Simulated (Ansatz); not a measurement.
The same path of CH₉AlGeOSi (14 atoms, charge 0, multiplicity 1) was run 3 times with different band settings. The coordinate that changes most is the dihedral C1–O2–Si3–Ge5.

Level of theory: Ansatz, RKS B3LYP/def2-SVP.

Relaxed end points:

```xyz
14
Properties=species:S:1:pos:R:3
C -1.864 0.932 1.195
O -1.048 -0.194 0.969
Si 0.528 -0.154 0.377
Al 1.407 -2.449 0.500
Ge 0.603 0.768 -1.865
H -2.098 1.472 0.257
H -2.814 0.597 1.641
H -1.393 1.653 1.892
H 1.347 0.808 1.199
H 2.922 -2.720 0.100
H 0.487 -3.665 0.938
H 2.075 0.908 -2.322
H -0.053 2.165 -1.967
H -0.112 -0.150 -2.885
```

```xyz
14
Properties=species:S:1:pos:R:3
C -1.842 0.544 1.534
O -1.195 0.547 0.284
Si 0.450 0.256 0.052
Al 1.129 -2.042 0.667
Ge 0.823 0.761 -2.270
H -1.479 1.359 2.190
H -2.922 0.692 1.374
H -1.707 -0.414 2.075
H 1.261 1.254 0.840
H 2.613 -2.529 0.364
H 0.109 -3.070 1.326
H 2.328 0.643 -2.606
H 0.359 2.193 -2.614
H 0.060 -0.223 -3.186
```

Common settings: climbing image yes; spring 5.0 eV/Å²; optimiser quadratic models (default); start path through a guess of the saddle point; force threshold 0.05 eV/Å; end points relaxed.

| run | movable images | iteration limit |
| --- | --- | --- |
| 1 | 5 | 48 |
| 2 | 2 | 60 |
| 3 | 2 | 60 |

(1) What does each run give, and how far can it be trusted?

Results:

(1) Run 1: converged after 14 iterations, highest image 0.057 eV above the first end. A vibrational analysis at the climbing image gives one clearly imaginary mode, 69i cm⁻¹: a first-order saddle point.
Run 2: converged after 10 iterations, highest image 0.058 eV above the first end. Another band between the same ends (5 images) ends at a top of the same energy, where a vibrational analysis finds 1 clearly imaginary mode. So few images can step over the top or miss a turn of the path.
Run 3: converged after 10 iterations, highest image 0.058 eV above the first end. Another band between the same ends (5 images) ends at a top of the same energy, where a vibrational analysis finds 1 clearly imaginary mode. So few images can step over the top or miss a turn of the path.
